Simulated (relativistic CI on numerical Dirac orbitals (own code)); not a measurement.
**What each ingredient does to the levels of Pt LIII**

Base calculation: Dirac-Coulomb-Breit CI, orbitals from a KLI potential per configuration, a model potential for QED, unscaled Slater integrals.

Configuration list (outside the closed core [Ne]): 3s²3p⁶3d⁸, 3s²3p⁵3d⁹, 3s²3p⁴3d¹⁰, 3s3p⁶3d⁹, 3p⁶3d¹⁰, 3s3p⁵3d¹⁰, 3s²3p⁶3d⁷4s, 3s²3p⁶3d⁷4p, 3s²3p⁴3d⁹4s, 3s²3p⁶3d⁷4d, 3s²3p⁴3d⁹4p, 3s²3p⁵3d⁸4s, 3s²3p⁶3d⁷4f, 3s²3p⁴3d⁹4d, 3s3p⁵3d⁹4s, 3s²3p⁵3d⁸4p. Levels of other configurations are missing.

Variants: (1) non-relativistic limit. Shifts of the energy above 3s²3p⁶3d⁸ ³F4, in eV, for the lowest level and the first level of each name with at least 55 % of one term (blank where a level changes its place among those of its configuration and J or its character, or is not in the variant):

| Level | Base | Δ(1) |
| --- | --- | --- |
| 3s²3p⁶3d⁸ ³F4 | 0.00 | 0.00 |
| 3s²3p⁶3d⁸ ³F3 | 84.61 | -84.61 |
| 3s²3p⁶3d⁸ ¹G4 | 100.58 | -80.46 |
| 3s²3p⁶3d⁸ ³P1 | 100.62 | -86.12 |
| 3s²3p⁶3d⁸ ³F2 | 176.84 |  |
| 3s²3p⁵3d⁹ ³F°4 | 474.32 | -103.29 |
| 3s²3p⁵3d⁹ ³D°3 | 501.98 |  |
| 3s²3p⁵3d⁹ ³P°0 | 583.56 | -192.80 |
| 3s²3p⁵3d⁹ ³F°3 | 585.78 |  |
| 3s²3p⁵3d⁹ ³F°2 | 967.61 |  |
| 3s²3p⁴3d¹⁰ ³P2 | 983.56 | -213.80 |
| 3s²3p⁴3d¹⁰ ¹S0 | 1007.47 |  |
| 3s3p⁶3d⁹ ³D3 | 1151.75 | -550.90 |
| 3s3p⁶3d⁹ ³D1 | 1239.61 | -638.76 |
| 3s²3p⁴3d¹⁰ ³P1 | 1387.07 | -617.31 |
| 3s²3p⁴3d¹⁰ ¹D2 | 1403.52 | -610.04 |
| 3s3p⁵3d¹⁰ ³P°2 | 1628.00 | -656.09 |
| 3s3p⁵3d¹⁰ ¹P°1 | 1666.16 |  |
| 3s²3p⁴3d¹⁰ ³P0 | 1806.82 |  |
| 3s²3p⁶3d⁷4s ⁵F5 | 1900.62 | +221.55 |
| 3s²3p⁶3d⁷4s ⁵F4 | 1986.09 |  |
| 3s²3p⁶3d⁷4s ⁵P3 | 1999.08 | +137.54 |

At this charge energies of transitions that change n are usually good to better than 1 %, and those within a shell (Δn = 0) to a few per cent.

Ionisation energy from the two ground configurations alone: base 4979.16 eV. The NIST ASD value (theoretical) is 4980 eV.

LS names give the leading component of a level, which can be under half, so a name can repeat, a term be missing and a line seem to break the LS rules.
